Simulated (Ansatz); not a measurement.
Name a neutral molecule of C, F, Ge, O, S and H with size of the dipole moment (PBE/def2-TZVPP) between 0.60 and 0.90 D and HOMO energy (ωB97M-V/def2-TZVPP) between -10.40 and -10.10 eV (Ansatz, PBE0-D4/def2-TZVP geometry).

`C[O][GeH]([F])[SH]` (0.81 D, -10.19 eV). Other molecules can fit too; these were computed, each in one conformer that needn't be the lowest.
